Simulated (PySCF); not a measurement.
C₃H₈B (charge -1).
Cartesian coordinates in Å at the GFN2-xTB level; atoms count from 1:
```xyz
12
C3H8B angstrom
B     -1.1702   -0.9231   -0.2083
C     -0.0467    0.2308    0.0088
C     -0.2784    1.5352    0.0764
C      1.3796   -0.2406    0.1437
H     -1.1419   -1.6944    0.7465
H     -2.2891   -0.4439   -0.3079
H     -0.9062   -1.5517   -1.2295
H      0.5058    2.2852    0.2246
H     -1.2772    1.9398   -0.0108
H      2.0921    0.5829    0.2882
H      1.4641   -0.9231    0.9911
H      1.6692   -0.7978   -0.7489
```

A PySCF run (density fitting, gas phase, GFN2-xTB geometry) gave HOMO -1.57 eV, LUMO 5.59 eV and E = -143.839 Eh.

Task: Which of these levels was it?
A. PBE0/pcSseg-1
B. BP86/pcSseg-1
C. PBE0/cc-pVTZ
D. wB97X/MINI

Result: C. It is PBE0/cc-pVTZ. All candidates on this geometry:

| level and settings | kind | basis functions | SCF cycles | E (Eh) | HOMO (eV) | LUMO (eV) |
| --- | --- | --- | --- | --- | --- | --- |
| BP86/pcSseg-1 | GGA | 108 | 13 | -143.9607 | -0.52 | 4.68 |
| PBE0/cc-pVTZ, grid level 1, fitting basis def2-qzvpp-jkfit | global hybrid | 232 | 10 | -143.8385 | -1.57 | 5.59 |
| PBE0/pcSseg-1 | global hybrid | 108 | 14 | -143.7711 | -1.54 | 5.78 |
| wB97X/MINI, grid level 3 | range-separated hybrid | 28 | 12 | -142.7694 | -5.34 | 7.22 |

The nearest other candidate, by the summed differences of HOMO and LUMO, is PBE0/pcSseg-1: its HOMO differs by +0.03 eV and its LUMO by +0.19 eV. Cycle counts include a coarse-grid stage where the run had one.
